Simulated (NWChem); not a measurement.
NH3SeO; SMILES N[Se]O

```xyz
6

Se     0.4045     0.0047    -0.0057
O     -0.6908    -1.4474    -0.0709
H     -0.8883    -1.6884     0.8433
N     -0.6931     1.4250    -0.0076
H     -1.2522     1.5681     0.8285
H     -1.2328     1.5638    -0.8575
```
Atoms are numbered in this order, from 1.

All runs: NWChem. Coordinates come from a PBE0/def2-SVP optimisation. Ions are spin-unrestricted doublets at the neutral geometry; other ion states weren't tried.

Problem. What does the run give for PBE0/def2-SVP? Quantities: vertical ionisation energy, ΔSCF (eV); −ε(HOMO) (eV).

Solution. 
- vertical ionisation energy, ΔSCF (eV): 8.89
- −ε(HOMO) (eV): 6.28
